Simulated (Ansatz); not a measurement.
A nudged elastic band was laid between two geometries of ClH₄OSi₂ (8 atoms, charge 1, multiplicity 1).

Theory: RKS B3LYP/def2-SVP (Ansatz 0.2.0).

* movable images: 7
* climbing image: yes
* spring: 5.0 eV/Å²
* optimiser: quadratic models (default)
* start path: through a guess of the saddle point
* force threshold: 0.03 eV/Å
* iteration limit: 44
* end points: relaxed

First end point:

```xyz
8
Properties=species:S:1:pos:R:3
O -0.609 1.638 -1.334
Si -0.669 0.150 -0.736
Si 0.701 -0.728 1.024
Cl -2.072 -0.927 -1.665
H -0.038 2.384 -1.092
H 0.398 0.179 2.158
H 2.071 -0.579 0.476
H 0.217 -2.118 1.169
```

Last end point:

```xyz
8
Properties=species:S:1:pos:R:3
O -0.611 1.655 -1.342
Si -0.654 0.172 -0.733
Si 0.702 -0.727 1.024
Cl -2.051 -0.929 -1.644
H -0.043 2.405 -1.104
H 1.375 -1.867 0.357
H -0.305 -1.108 2.043
H 1.587 0.400 1.399
```

**Question.** Which bonds break or form, and what moves?

**Answer.** No bond is made or broken. The dihedral Cl4–Si2–Si3–H8 goes from 0 to 180°.

**Question.** What energy profile does the band end with?

**Answer.** The forces met the threshold. The highest image is number 0 of 0 to 8, 0.0 kJ/mol above the first end and 0.7 kJ/mol above the last; the last end lies 0.7 kJ/mol below the first. The highest image is an end point: on this band no image between the ends rises above it. Between wells the path still climbs a hump at image 5, 0.01 eV above the well before it. Limits of this set-up: the dipole of an ion depends on the origin.

| image | path coordinate (Å) | energy (kJ/mol) | dihedral Cl4–Si2–Si3–H8 (°) |
| --- | --- | --- | --- |
| 0 | 0.00 | 0.0 | 0 |
| 1 | 0.77 | -0.2 | 23 |
| 2 | 1.53 | -0.6 | 46 |
| 3 | 2.30 | -0.7 | 68 |
| 4 | 3.07 | -0.3 | 91 |
| 5 | 3.83 | 0.0 | 115 |
| 6 | 4.55 | -0.1 | 138 |
| 7 | 5.27 | -0.5 | 159 |
| 8 | 5.99 | -0.7 | 180 |

The band took 14 iterations and roughly 6 core-minutes.

Time of the run: 5.5 min on 1 thread of Arm Neoverse V2 (shared host), peak memory 0.19 GiB.
